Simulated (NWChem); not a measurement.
Species: bromine monochloride (BrCl); SMILES ClBr

```xyz
2

Cl     0.0000     0.0000     1.4518
Br     0.0000     0.0000    -0.7127
```
Atoms are numbered in this order, from 1.

Geometry: optimised at PBE0/def2-SVP.

Spin-orbit effects, on the heavy nuclei and on their neighbours, are missing.

### Question
Give the principal values of the shielding tensors (ppm) of Cl1, Br2 from PBE0/x2c-TZVPall-s, scalar ZORA without spin-orbit coupling, GIAO (NWChem), with their diamagnetic and paramagnetic parts as GIAO splits them.

### Answer
```tsv
atom	σ11	σ22	σ33	isotropic	diamagnetic	paramagnetic
Cl1	629.6	629.6	1157.5	805.6	1143.4	-337.8
Br2	75.7	75.7	3135.0	1095.5	3108.5	-2013.0
```
